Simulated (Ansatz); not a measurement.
Geometry optimisation, Ansatz, RKS BHLYP/def2-SVP.

Input:

```yaml
crystal:
  periodic: [false, false, false]
  atoms:
    - { symbol: P, position_ang: [-1.9621, 0.761, 1.0506] }
    - { symbol: Se, position_ang: [-0.1197, -0.3305, 1.635] }
    - { symbol: Si, position_ang: [0.4872, -0.4626, -0.5637] }
    - { symbol: Se, position_ang: [2.5824, -1.56, -0.6976] }
    - { symbol: H, position_ang: [-2.8737, -0.3383, 1.27961] }
    - { symbol: H, position_ang: [-1.87022, 0.47564, -0.40405] }
    - { symbol: H, position_ang: [0.6992, 0.8924, -1.0981] }
    - { symbol: H, position_ang: [-0.4643, -1.1762, -1.321] }
    - { symbol: H, position_ang: [2.5051, -1.3938, -2.1797] }
basis:
  gaussian: { orbitals: def2-SVP }
hamiltonian:
  xc: { name: BHLYP }
relax:
  f_tol: 0.015
  max_steps: 40
output:
  orbitals: {}
```

Launched with:

```bash
$ ansatz run input.yaml --threads 2 --pin off --max-ram 3072MiB --backend cpu --events-out ev --progress --plain --runs-dir out
```

Q: Where does it end, and by what steps?

A: The run converged. After 27 steps the energy has fallen by 0.496 eV; H9 moved furthest, 1.54 Å.

| step | energy less start (eV) | largest force component (eV/Å) | accepted |
| --- | --- | --- | --- |
| 0 | 0.0000 | 2.299 | yes |
| 1 | -0.2440 | 0.489 | yes |
| 2 | -0.2849 | 0.183 | yes |
| 3 | -0.2969 | 0.144 | yes |
| 4 | -0.3105 | 0.190 | yes |
| 5 | -0.3392 | 0.118 | yes |
| 6 | -0.3502 | 0.701 | yes |
| 7 | -0.3974 | 0.182 | yes |
| 8 | -0.4252 | 0.114 | yes |
| 9 | -0.3986 | 0.763 | no |
| 10 | -0.4364 | 0.092 | yes |
| 11 | -0.4414 | 0.119 | yes |
| 12 | -0.4385 | 0.394 | no |
| 13 | -0.4445 | 0.070 | yes |
| 14 | -0.4468 | 0.128 | yes |
| 15 | -0.4472 | 0.287 | yes |
| 16 | -0.4607 | 0.074 | yes |
| 17 | -0.4744 | 0.107 | yes |
| 18 | -0.4602 | 0.905 | no |
| 19 | -0.4817 | 0.066 | yes |
| 20 | -0.4855 | 0.268 | yes |
| 21 | -0.4738 | 0.495 | no |
| 22 | -0.4916 | 0.083 | yes |
| 23 | -0.4945 | 0.050 | yes |
| 24 | -0.4948 | 0.141 | yes |
| 25 | -0.4952 | 0.086 | yes |
| 26 | -0.4961 | 0.018 | yes |
| 27 | -0.4961 | 0.007 | yes |

```xyz
9
Properties=species:S:1:pos:R:3
P -1.891 0.738 1.344
Se 0.166 -0.258 1.386
Si 0.297 -0.888 -0.807
Se 2.348 -1.779 -1.252
H -2.609 -0.281 0.670
H -1.723 1.525 0.177
H 0.016 0.287 -1.661
H -0.669 -1.964 -1.111
H 3.050 -0.513 -1.045
```

Whether the end is a true minimum wasn't checked by a vibrational analysis.

The run took 2.9 min on 2 threads of Intel(R) Xeon(R) Platinum 8259CL CPU @ 2.50GHz (Skylake/Cascade Lake), on a shared host, peak memory 0.38 GiB.
